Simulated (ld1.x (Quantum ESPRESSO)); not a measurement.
Scattering properties, PAW potential for lithium

lithium (Li), PAW, made with ld1.x (Quantum ESPRESSO) 7.5 (PBEsol, scalar-relativistic). Core none, reference 1s2 2s0 2p0 (charge +1). Waves: 1s (bound): rcut 0.90, rcutus 1.05 bohr; 2s (bound, empty): rcut 0.90, rcutus 1.05 bohr; 2p (bound, empty): rcut 3.55, rcutus 4.45 bohr; 2p channel at 0.65 Ry: rcut 3.55, rcutus 4.45 bohr. Local part: all-electron potential smoothed inside 3.30 bohr (lloc = -1). Core correction: none. Augmentation charge: BESSEL, radius 0.90 bohr.

The phase is arctan(r·u′/u) with u = r·R(r), unwrapped; energies in Ry, scanned from -6 to 5 Ry. A pole is an energy at which the radial function vanishes at the test radius. The pseudo phase is shifted by a multiple of π to meet the all-electron one at the reference energy, and phase errors are pseudo minus all-electron; the curves can meet again beyond the range given. Levels narrower than the energy grid can be missing from the lists of poles.

For each channel, where are the poles, and over which energies does the pseudopotential scatter like the atom?

| channel | radius (bohr) | reference energy (Ry) | poles, all-electron | poles, pseudo | unbroken range about the reference energy with phases within 0.05 rad | phase error 1 Ry above the reference energy (rad) |
| --- | --- | --- | --- | --- | --- | --- |
| s | 4.87 | -0.49 | -0.35, 1.29, 3.92 | -0.35, 1.32, 4.09 | below 2.2 | +0.022 |
| p | 4.87 | -0.34 | -0.20, 1.19, 3.46 | -0.20, 1.13, 2.96 | below 1.4 | -0.000 |

Phases in the p channel:

```json
{"E (Ry)": "-6.00", "all-electron": "1.485", "pseudo": "1.485"}
{"E (Ry)": "-5.74", "all-electron": "1.483", "pseudo": "1.483"}
{"E (Ry)": "-5.48", "all-electron": "1.480", "pseudo": "1.480"}
{"E (Ry)": "-5.22", "all-electron": "1.478", "pseudo": "1.478"}
{"E (Ry)": "-4.96", "all-electron": "1.475", "pseudo": "1.476"}
{"E (Ry)": "-4.70", "all-electron": "1.473", "pseudo": "1.473"}
{"E (Ry)": "-4.44", "all-electron": "1.470", "pseudo": "1.470"}
{"E (Ry)": "-4.18", "all-electron": "1.466", "pseudo": "1.466"}
{"E (Ry)": "-3.92", "all-electron": "1.462", "pseudo": "1.462"}
{"E (Ry)": "-3.66", "all-electron": "1.458", "pseudo": "1.458"}
{"E (Ry)": "-3.40", "all-electron": "1.454", "pseudo": "1.454"}
{"E (Ry)": "-3.14", "all-electron": "1.448", "pseudo": "1.448"}
{"E (Ry)": "-2.88", "all-electron": "1.442", "pseudo": "1.442"}
{"E (Ry)": "-2.62", "all-electron": "1.435", "pseudo": "1.435"}
{"E (Ry)": "-2.36", "all-electron": "1.427", "pseudo": "1.427"}
{"E (Ry)": "-2.10", "all-electron": "1.416", "pseudo": "1.416"}
{"E (Ry)": "-1.84", "all-electron": "1.403", "pseudo": "1.403"}
{"E (Ry)": "-1.58", "all-electron": "1.387", "pseudo": "1.386"}
{"E (Ry)": "-1.32", "all-electron": "1.363", "pseudo": "1.362"}
{"E (Ry)": "-1.06", "all-electron": "1.326", "pseudo": "1.325"}
{"E (Ry)": "-0.80", "all-electron": "1.257", "pseudo": "1.255"}
{"E (Ry)": "-0.54", "all-electron": "1.020", "pseudo": "1.016"}
{"E (Ry)": "-0.28", "all-electron": "-1.353", "pseudo": "-1.354"}
{"E (Ry)": "-0.02", "all-electron": "-1.781", "pseudo": "-1.789"}
{"E (Ry)": "0.24", "all-electron": "-2.193", "pseudo": "-2.218"}
{"E (Ry)": "0.50", "all-electron": "-3.976", "pseudo": "-3.985"}
{"E (Ry)": "0.76", "all-electron": "-4.519", "pseudo": "-4.520"}
{"E (Ry)": "1.02", "all-electron": "-4.659", "pseudo": "-4.669"}
{"E (Ry)": "1.28", "all-electron": "-4.738", "pseudo": "-4.771"}
{"E (Ry)": "1.54", "all-electron": "-4.810", "pseudo": "-4.936"}
{"E (Ry)": "1.80", "all-electron": "-4.917", "pseudo": "-6.434"}
{"E (Ry)": "2.06", "all-electron": "-5.249", "pseudo": "-7.623"}
{"E (Ry)": "2.32", "all-electron": "-7.128", "pseudo": "-7.754"}
{"E (Ry)": "2.58", "all-electron": "-7.631", "pseudo": "-7.808"}
{"E (Ry)": "2.84", "all-electron": "-7.747", "pseudo": "-7.842"}
{"E (Ry)": "3.10", "all-electron": "-7.803", "pseudo": "-7.867"}
{"E (Ry)": "3.36", "all-electron": "-7.841", "pseudo": "-7.890"}
{"E (Ry)": "3.62", "all-electron": "-7.873", "pseudo": "-7.912"}
{"E (Ry)": "3.88", "all-electron": "-7.905", "pseudo": "-7.937"}
{"E (Ry)": "4.14", "all-electron": "-7.945", "pseudo": "-7.967"}
{"E (Ry)": "4.40", "all-electron": "-8.009", "pseudo": "-8.009"}
{"E (Ry)": "4.66", "all-electron": "-8.169", "pseudo": "-8.081"}
{"E (Ry)": "4.92", "all-electron": "-9.280", "pseudo": "-8.240"}
```
